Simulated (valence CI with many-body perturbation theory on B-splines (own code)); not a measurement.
Forbidden lines of Ba³³⁺

Method: valence CI with perturbative core correlation (CI+MBPT): five valence electrons over a frozen Dirac-Fock core [Ar], a basis of 7 s, 7 p, 8 d, 6 f, 4 g, 1 h functions for each j, with the one-electron correlation potential Σ1, the two-electron term Σ2, the three-electron term Σ3, Breit, model QED; selected CI, second order for the rest, scaled by the run's own slope (own B-spline code, finite nucleus).

The last digits are not significant, and no measured levels were compared; by estimate large intervals hold to a few tenths of a per cent, small ones and those within an open d or f shell to about a per cent. Only levels of the ground parity were solved; by the run's estimate the other parity begins above the list, which can be wrong where configurations are misplaced.

Lines 1 to 50 of 120 in falling wavelength, among levels below 746880 cm⁻¹, chosen from the decays that carry over 1 % of a level's rate. Wavelengths and rates use the calculated energies. Electric multipoles are in the length gauge, E1 and E2 with the static RPA response of the core. Weak lines are less certain than strong ones. Lines between different terms over intervals too small for the method are left out, as are lines whose strength nearly cancels. Branching is blank where the lifetime is uncertain.

Levels are named by their leading jj configuration (3d3/2^4 stands for four electrons in 3d with j = 3/2), which in mixed levels can hold well under half, so a name can repeat and another be missing. Letters in brackets count levels of one name in rising energy.

| λ vac (nm) | Upper | Lower | Type | A (s⁻¹) | Branch % |
| --- | --- | --- | --- | --- | --- |
| 1104 | (3d3/2^3 3d5/2^2) J=11/2 | (3d3/2^3 3d5/2^2) J=7/2 [a] | E2 | 5.93e-08 |  |
| 505.0 | (3d3/2^3 3d5/2^2) J=9/2 | (3d3/2^3 3d5/2^2) J=11/2 | M1 | 1.18e+02 | 22.7 |
| 357.7 | (3d3/2^2 3d5/2^3) J=13/2 | (3d3/2^2 3d5/2^3) J=11/2 | M1 | 1.57e+02 | 2.3 |
| 346.5 | (3d3/2^3 3d5/2^2) J=9/2 | (3d3/2^3 3d5/2^2) J=7/2 [a] | M1 | 4.04e+02 | 77.2 |
| 338.6 | (3d3/2^3 3d5/2^2) J=5/2 [b] | (3d3/2^3 3d5/2^2) J=3/2 [a] | M1 | 3.12e+02 | 1.2 |
| 255.4 | (3d3/2^3 3d5/2^2) J=1/2 | (3d3/2^3 3d5/2^2) J=3/2 [a] | M1 | 2.17e+03 | 99.9 |
| 248.7 | (3d3/2^3 3d5/2^2) J=7/2 [b] | (3d3/2^3 3d5/2^2) J=5/2 [b] | M1 | 7.46e+02 | 11.4 |
| 235.0 | (3d3/2^2 3d5/2^3) J=7/2 [b] | (3d3/2^2 3d5/2^3) J=5/2 [b] | M1 | 3.63e+02 | 1.6 |
| 205.8 | (3d3/2^2 3d5/2^3) J=5/2 [b] | (3d3/2^3 3d5/2^2) J=3/2 [b] | M1 | 9.23e+02 | 1.3 |
| 169.4 | (3d3/2^2 3d5/2^3) J=9/2 [b] | (3d3/2^2 3d5/2^3) J=9/2 [a] | M1 | 9.45e+02 | 1.0 |
| 157.1 | (3d3/2^2 3d5/2^3) J=5/2 [c] | (3d3/2^2 3d5/2^3) J=3/2 [a] | M1 | 9.02e+02 | 1.0 |
| 156.5 | (3d3/2^2 3d5/2^3) J=3/2 [a] | (3d3/2^2 3d5/2^3) J=5/2 [a] | M1 | 3.13e+03 | 2.5 |
| 155.2 | (3d3/2^3 3d5/2^2) J=7/2 [a] | (3d3/2^3 3d5/2^2) J=5/2 [a] | M1 | 4.09e+03 | 21.6 |
| 144.0 | (3d3/2^2 3d5/2^3) J=9/2 [a] | (3d3/2^3 3d5/2^2) J=7/2 [b] | M1 | 2.93e+03 | 9.1 |
| 142.8 | (3d3/2^3 3d5/2^2) J=3/2 [a] | (3d3/2^3 3d5/2^2) J=5/2 [a] | M1 | 1.36e+03 | 1.9 |
| 137.9 | (3d3/2^2 3d5/2^3) J=7/2 [b] | (3d3/2^2 3d5/2^3) J=9/2 [a] | M1 | 5.32e+02 | 2.4 |
| 132.8 | (3d3/2^3 3d5/2^2) J=7/2 [b] | (3d3/2^3 3d5/2^2) J=7/2 [a] | M1 | 2.10e+03 | 31.9 |
| 125.9 | (3d3/2^2 3d5/2^3) J=9/2 [c] | (3d3/2^2 3d5/2^3) J=7/2 [b] | M1 | 1.23e+03 |  |
| 122.8 | (3d3/2^3 3d5/2^2) J=3/2 [b] | (3d3/2^3 3d5/2^2) J=1/2 | M1 | 9.31e+02 | 5.2 |
| 119.9 | (3d3/2^2 3d5/2^3) J=3/2 [b] | (3d3/2^2 3d5/2^3) J=3/2 [a] | M1 | 2.77e+03 | 8.0 |
| 112.8 | (3d3/2 3d5/2^4) J=7/2 [a] | (3d3/2^2 3d5/2^3) J=5/2 [c] | M1 | 4.65e+03 | 3.4 |
| 111.7 | (3d3/2^2 3d5/2^3) J=7/2 [a] | (3d3/2^3 3d5/2^2) J=5/2 [b] | M1 | 7.02e+03 | 15.9 |
| 109.9 | (3d3/2^3 3d5/2^2) J=3/2 [b] | (3d3/2^3 3d5/2^2) J=5/2 [b] | M1 | 2.43e+03 | 13.6 |
| 107.9 | (3d3/2^2 3d5/2^3) J=7/2 [b] | (3d3/2^2 3d5/2^3) J=7/2 [a] | M1 | 3.04e+03 | 13.4 |
| 107.6 | (3d3/2^2 3d5/2^3) J=9/2 [c] | (3d3/2^2 3d5/2^3) J=9/2 [b] | M1 | 9.28e+03 |  |
| 104.4 | (3d3/2^2 3d5/2^3) J=7/2 [a] | (3d3/2^3 3d5/2^2) J=9/2 | M1 | 1.28e+04 | 28.9 |
| 104.1 | (3d3/2^2 3d5/2^3) J=5/2 [a] | (3d3/2^3 3d5/2^2) J=7/2 [a] | M1 | 9.89e+03 | 10.5 |
| 102.6 | (3d3/2^2 3d5/2^3) J=5/2 [c] | (3d3/2^3 3d5/2^2) J=3/2 [b] | M1 | 9.34e+03 | 10.4 |
| 101.0 | (3d3/2^2 3d5/2^3) J=5/2 [c] | (3d3/2^2 3d5/2^3) J=7/2 [a] | M1 | 4.28e+03 | 4.8 |
| 100.6 | (3d3/2^2 3d5/2^3) J=5/2 [b] | (3d3/2^3 3d5/2^2) J=7/2 [b] | M1 | 5.16e+03 | 7.5 |
| 100.5 | (3d3/2^3 3d5/2^2) J=5/2 [b] | (3d3/2^3 3d5/2^2) J=5/2 [a] | M1 | 2.42e+04 | 94.5 |
| 98.43 | (3d3/2^2 3d5/2^3) J=11/2 | (3d3/2^3 3d5/2^2) J=9/2 | M1 | 4.82e+03 |  |
| 97.21 | (3d3/2^3 3d5/2^2) J=5/2 [a] | (3d3/2^4 3d5/2) J=5/2 | M1 | 3.48e+04 | 100.0 |
| 96.90 | (3d3/2^2 3d5/2^3) J=1/2 [b] | (3d3/2^2 3d5/2^3) J=3/2 [a] | M1 | 5.73e+03 | 6.3 |
| 94.64 | (3d3/2^2 3d5/2^3) J=1/2 [a] | (3d3/2^3 3d5/2^2) J=1/2 | M1 | 2.72e+04 | 45.4 |
| 92.52 | (3d3/2 3d5/2^4) J=5/2 [a] | (3d3/2^2 3d5/2^3) J=3/2 [a] | M1 | 1.06e+04 | 5.3 |
| 92.22 | (3d3/2 3d5/2^4) J=7/2 [a] | (3d3/2^2 3d5/2^3) J=9/2 [b] | M1 | 7.33e+03 | 5.3 |
| 86.81 | (3d3/2^2 3d5/2^3) J=3/2 [a] | (3d3/2^3 3d5/2^2) J=1/2 | M1 | 3.39e+03 | 2.7 |
| 85.35 | (3d3/2^2 3d5/2^3) J=3/2 [b] | (3d3/2^3 3d5/2^2) J=3/2 [b] | M1 | 5.99e+02 | 1.7 |
| 83.53 | (3d3/2 3d5/2^4) J=11/2 | (3d3/2^2 3d5/2^3) J=9/2 [b] | M1 | 6.93e+03 | 5.6 |
| 82.95 | (3d3/2^3 3d5/2^2) J=3/2 [b] | (3d3/2^3 3d5/2^2) J=3/2 [a] | M1 | 3.56e+03 | 20.0 |
| 82.38 | (3d3/2^2 3d5/2^3) J=11/2 | (3d3/2^3 3d5/2^2) J=11/2 | M1 | 2.91e+04 |  |
| 80.25 | (3d3/2^2 3d5/2^3) J=7/2 [a] | (3d3/2^3 3d5/2^2) J=7/2 [a] | M1 | 1.44e+04 | 32.7 |
| 80.12 | (3d3/2^2 3d5/2^3) J=3/2 [a] | (3d3/2^3 3d5/2^2) J=5/2 [b] | M1 | 9.34e+03 | 7.4 |
| 78.39 | (3d3/2^2 3d5/2^3) J=5/2 [c] | (3d3/2^2 3d5/2^3) J=5/2 [a] | M1 | 5.40e+03 | 6.0 |
| 77.82 | (3d3/2^2 3d5/2^3) J=9/2 [b] | (3d3/2^3 3d5/2^2) J=7/2 [b] | M1 | 6.40e+03 | 7.1 |
| 73.68 | (3d3/2^2 3d5/2^3) J=9/2 [a] | (3d3/2^3 3d5/2^2) J=11/2 | M1 | 1.21e+04 | 37.6 |
| 72.71 | (3d3/2 3d5/2^4) J=7/2 [a] | (3d3/2^2 3d5/2^3) J=5/2 [b] | M1 | 2.10e+04 | 15.3 |
| 71.62 | (3d3/2^2 3d5/2^3) J=5/2 [b] | (3d3/2^3 3d5/2^2) J=5/2 [b] | M1 | 3.75e+04 | 54.3 |
| 70.44 | (3d3/2^2 3d5/2^3) J=7/2 [b] | (3d3/2^3 3d5/2^2) J=7/2 [b] | M1 | 4.41e+03 | 19.5 |
